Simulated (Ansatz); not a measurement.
Cartesian coordinates in Å:
```
S 1.3266 1.4197 -0.8937
Si -0.3138 0.0099 -0.9762
Ga -0.1927 -0.9427 1.2228
H 0.8411 2.1042 0.1562
H -1.5829 0.6899 -1.3590
H 0.0776 -0.8978 -2.0863
H -0.5866 -0.0258 2.4401
H 0.4307 -2.3573 1.4962
```

Charge 0, multiplicity 1.

(1) List the B3LYP/def2-TZVPP orbital energies in eV (Ansatz). (An estimate is asked.)

Results:

(1) Ansatz gave: Occupied: -10137.94, -2417.96, -1799.41, -1249.74, -1106.99, -1106.88, -1106.87, -215.98, -160.53, -160.45, -160.34, -149.73, -143.91, -103.20, -102.89, -102.87, -99.27, -99.21, -99.20, -22.97, -22.85, -22.83, -22.69, -22.65, -20.10, -14.53, -12.26, -11.29, -9.75, -9.36, -8.47, -8.06, -6.81. Lowest empty: -2.39, -0.18, -0.06, 0.39, 0.74, 1.21, 1.77, 2.77.

B3LYP here is the variant with VWN-RPA as its local correlation; programs differ in this.
